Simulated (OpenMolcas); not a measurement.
Pt3+ (d7) among equal point charges was computed by CASSCF with the d shell active (OpenMolcas, ANO-RCC-VDZP on the metal). Its lowest spin-free states, and all those of the highest spin:

| 2S+1 | Degeneracy | E (cm-1) |
| --- | --- | --- |
| 4 | 1 | 0.0 |
| 4 | 2 | 603.4 |
| 4 | 1 | 2944 |
| 4 | 2 | 7505 |
| 2 | 1 | 9459 |
| 4 | 1 | 9650 |
| 2 | 2 | 11409 |
| 2 | 1 | 13350 |
| 2 | 1 | 14120 |
| 2 | 2 | 15516 |
| 2 | 1 | 16222 |
| 4 | 2 | 17725 |
| 4 | 1 | 29971 |

Is the site octahedral, tetrahedral or cube-like, axial, or of lower symmetry?

The states with 2S+1 = 4 have orbital degeneracies 1, 2, 1, 2, 1, 2, 1. There are pairs but no triples, so the site is axial: not cubic, but with a proper or improper axis of order three or more. The run had Pt3+ among 5 point charges of -2 e arranged as a square pyramid (C4v), 2.22 Å from the ion, with the axial distance 2.486 Å.

Spin-orbit coupling mixes the spin-free states strongly: the lowest level takes only 49 % from its leading state, 2S+1 = 4. Without dynamic correlation the repulsion within the d shell is too large (B by tens of per cent), so at a given field states of lower spin stand too high. This shell can be high or low spin here, a state of another spin lies low, and with metal d orbitals alone active their balance is uncertain, so the ground spin may be wrong. Point charges give a weaker field than real ligands, and real ions of this kind are as a rule low spin; the high spin found here belongs to the model. Point charges carry no covalency, so the field is a model and not that of real ligands. An unlabelled pair can be two single states that coincide in this model. No measured value stands beside these numbers.
